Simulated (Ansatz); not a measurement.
Saddle search on Si$_{2}$NH$_{9}$OF$_{2}$, singlet by partitioned rational-function steps on PBE0-D4/def2-TZVP gradients (Ansatz 0.2.0), from this start:

```csv
atom,x (Å),y (Å),z (Å)
Si1,-1.3033,0.1882,-0.4311
Si2,1.0938,-1.4560,-0.6615
F3,-2.6623,1.0779,-0.6230
F4,-1.6641,-0.5091,0.9989
H5,-1.2833,-0.6104,-1.6706
H6,0.3311,1.1022,1.1451
N7,-0.1967,1.5599,-0.0670
H8,0.8480,-0.3846,1.0810
O9,0.7620,0.3633,1.8824
H10,2.4281,-2.0059,-0.2087
H11,0.3001,-2.6639,-1.0854
H12,1.4251,-0.7556,-1.9657
H13,0.6112,1.6056,-0.6893
H14,-0.6898,2.4552,-0.0912
H15,0.0000,0.0331,2.3859
```

```tsv
step	energy less the last (meV)	largest force (eV/Å)	curvature followed (eV/Å²)
1	64.5	0.786	-11.92
2	16.2	0.272	-11.93
3	9.7	0.492	-11.93
4	1.0	0.090	-11.80
5	0.8	0.091	-11.54
6	0.2	0.038	-11.57
7	0.0	0.028	-11.57
8	0.0	0.012	-11.45
```

The search ended at:

```xyz
15
angstrom
Si -1.3715 0.2089 -0.4687
Si 1.1118 -1.4792 -0.6260
F -2.6906 1.0794 -0.7538
F -1.7945 -0.5566 0.8587
H -1.1912 -0.5458 -1.7130
H 0.2724 1.1235 1.0912
N -0.2680 1.5461 -0.0151
H 0.8946 -0.3687 1.0568
O 0.8643 0.4107 1.8503
H 2.4090 -2.1165 -0.2124
H 0.2455 -2.6284 -1.0475
H 1.4566 -0.8041 -1.9310
H 0.5271 1.6112 -0.6452
H -0.7396 2.4464 0.0197
H 0.2744 0.0731 2.5359
```
